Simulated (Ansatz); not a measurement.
One change: `[AlH2][CH2]OCS` becomes `FCOCS`.

Ansatz, PBE0-D4/def2-TZVP geometries, multiplicity 1. Each molecule was computed in one conformer, which needn't be the lowest.

```tsv
property	`[AlH2][CH2]OCS`
size of the dipole moment (PBE/def2-TZVPP) / D	0.67
size of the dipole moment (ωB97M-V/def2-TZVPP) / D	0.65
HOMO energy (ωB97M-V/def2-TZVPP) / eV	-9.41
HOMO energy (PBE0/def2-TZVPP) / eV	-7.16
LUMO energy (ωB97M-V/def2-TZVPP) / eV	0.14
LUMO energy (PBE/def2-TZVPP) / eV	-2.22
```

Task: What does the change do to each property? (An estimate is asked.)

Result: Computed: 
```
                                          property  `FCOCS`  shift
    size of the dipole moment (PBE/def2-TZVPP) / D     0.83   0.16
size of the dipole moment (ωB97M-V/def2-TZVPP) / D     0.94   0.29
             HOMO energy (ωB97M-V/def2-TZVPP) / eV    -9.62  -0.21
                HOMO energy (PBE0/def2-TZVPP) / eV    -7.36  -0.20
             LUMO energy (ωB97M-V/def2-TZVPP) / eV     2.17   2.03
                 LUMO energy (PBE/def2-TZVPP) / eV    -0.61   1.61
```

With PBE0 the HOMO falls by 0.20 eV and the LUMO rises by 1.79 eV, so the gap widens by about 1.99 eV. PBE moves the HOMO by -0.20 eV and ωB97M-V by -0.21 eV. Dipoles are sizes alone; their direction can turn.
